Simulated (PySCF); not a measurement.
H$_{2}$ClGeN, singlet, geometry from GFN2-xTB. Base run: M062X/6-31G, TDDFT (PySCF).

Here is a job for PySCF.
```python
from pyscf import gto, scf, dft, tdscf

mol = gto.M(
    atom='''
Ge   -0.372202   -0.180487    0.531645
Cl    0.883251    1.189689   -0.583687
N    -0.345184   -1.509145   -0.701633
H     0.137652   -1.496642   -1.588644
H    -0.826158   -2.388478   -0.589900
''',
    basis='6-31g',
    charge=0,
    spin=0,
    verbose=3,
)

mf = dft.RKS(mol)
mf.xc = 'm062x'
mf.kernel()
td = mf.TDDFT()
td.nstates = 5
td.kernel()
td.analyze()
```

Variants of this job, named by their change:

| change | first excitation (eV) | oscillator strength of the first | second (eV) | core-seconds (rough) | outcome |
|---|---|---|---|---|---|
| base | 4.57 | 0.090 | 5.83 | 100 | converged |
| functional = b3lyp | (withheld) | (withheld) | (withheld) | 60 | converged |
| functional = wb97x | 4.73 | 0.080 | 5.89 | 100 | converged |
| functional = hf | 4.87 | 0.113 | 6.72 | 8 | converged |
| basis = 6-31G* | - | - | - | - | cut at the time limit |
| nstates = 2 | 4.57 | 0.090 | 5.83 | 100 | converged |
| functional = lc_wpbe | 4.72 | 0.084 | 6.06 | 100 | converged |

Q: Some entries are withheld; supply them.

A: 
- functional = b3lyp, first excitation (eV): 4.62
- functional = b3lyp, oscillator strength of the first: 0.056
- functional = b3lyp, second (eV): 5.43

An iterative solver can miss low states, so a row lists the states that it found.
